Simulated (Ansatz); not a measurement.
Reaction (isomerisation): `C1[SiH2][AlH][SiH2]1` → `[AlH2][SiH]1C[SiH2]1`

Calculated with Ansatz (gas phase, PBE0-D4/def2-TZVP geometries, no zero-point term in ΔE). CCSD(T)/CBS is the MP2 limit (def2-TZVPP, def2-QZVPP) plus CCSD(T) − MP2 in def2-TZVPP, frozen cores. DFT in def2-TZVPP. B3LYP here is the variant with VWN-RPA as its local correlation; programs differ in this.

Task: Is it downhill or uphill in electronic energy at CCSD(T)/CBS, and by how much? (Best estimate.)

Result: Ansatz gave: Uphill: ΔE = +9.8 kcal/mol.

Task: What do these levels give: revPBE-D4, B97M-V, B3LYP-D4, HF/def2-SVP, SCS-MP2/def2-TZVPP, SCS-MP2/def2-QZVPP? (Estimate.)

Result: Ansatz gave: revPBE-D4 7.2, B97M-V 4.6, B3LYP-D4 10.0, HF/def2-SVP 19.1, SCS-MP2/def2-TZVPP 10.9, SCS-MP2/def2-QZVPP 10.9 kcal/mol.

Largest T1 diagnostic among the species: 0.015.

At CCSD(T), def2-SVP lies +0.8 kcal/mol from the extrapolated value and def2-TZVPP +0.2 kcal/mol. From BLYP to BHLYP (50 % exact exchange), in def2-TZVPP and without D4, ΔE moves by +4.8 kcal/mol. Leaving LDA and LC-ωPBE aside and taking each functional with its dispersion term where it has one, the values, not all of them listed here, spread over 8.4 kcal/mol, from B97M-V to BHLYP-D4.
